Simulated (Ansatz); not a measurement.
A nudged elastic band was laid between two geometries of GaH3O2 (6 atoms, charge 0, multiplicity 1).

All numbers below come from Ansatz, RKS PBE-D4/def2-SVP.

```json
{
 "movable images": "5",
 "climbing image": "yes",
 "spring": "5.0 eV/Å²",
 "optimiser": "quadratic models (default)",
 "start path": "through a guess of the saddle point",
 "force threshold": "0.2 eV/Å",
 "iteration limit": "60",
 "end points": "relaxed"
}
```

Initial state:

```xyz
6
Properties=species:S:1:pos:R:3
Ga 0.251 -0.287 0.311
H 0.067 -0.206 1.867
O 1.832 -0.368 -0.540
H 2.581 -0.357 0.083
O -1.085 -0.312 -0.891
H -1.961 -0.269 -0.468
```

Final state:

```xyz
6
Properties=species:S:1:pos:R:3
Ga -0.268 1.183 0.251
H 1.642 -0.672 1.325
O 1.574 -0.280 0.433
H 0.892 -0.843 -0.046
O -0.689 -0.506 -0.521
H -1.467 -0.682 -1.078
```

Q: What changes between the two ends?

A: Bonds broken: Ga1–H2, Ga1–O3. Bonds formed: H2–O3. GaH3O2 becomes GaHO + H2O.

Q: What energy profile does the band end with?

A: It converged. The highest image is number 3 of 0 to 6, 190.4 kJ/mol above the first end and 193.0 kJ/mol above the last; the last end lies 2.6 kJ/mol below the first. The threshold of 0.2 eV/Å is loose, so the images may lie well off the minimum-energy path. Neighbouring images differ by up to 1.6 eV, so the band resolves the path poorly. The order of the stationary point at the top wasn't checked. The orbitals stay closed-shell, which can raise the energy where a bond breaks towards radicals; this wasn't checked here.

| image | path coordinate (Å) | energy (kJ/mol) | Ga1–H2 (Å) | Ga1–O3 (Å) | H2–O3 (Å) |
| --- | --- | --- | --- | --- | --- |
| 0 | 0.00 | 0.0 | 1.57 | 1.80 | 2.99 |
| 1 | 0.68 | 18.5 | 1.57 | 1.80 | 2.84 |
| 2 | 1.36 | 89.1 | 1.55 | 1.81 | 2.17 |
| 3 | 2.03 | 190.4 | 1.64 | 1.95 | 1.49 |
| 4 | 2.97 | 35.3 | 2.42 | 2.37 | 0.98 |
| 5 | 3.90 | 14.3 | 2.80 | 2.37 | 0.98 |
| 6 | 4.83 | -2.6 | 2.87 | 2.36 | 0.98 |

Q: What is the geometry of the highest image?

A: 
```xyz
6
Properties=species:S:1:pos:R:3
Ga -0.195 -0.067 0.494
H 1.062 -0.040 1.542
O 1.740 -0.112 0.220
H 2.390 -0.761 -0.128
O -1.180 -0.444 -0.981
H -2.132 -0.375 -0.785
```

Run time: 57 s on 1 thread of Intel(R) Xeon(R) 6975P-C (Granite Rapids) (shared host), peak memory 0.15 GiB.
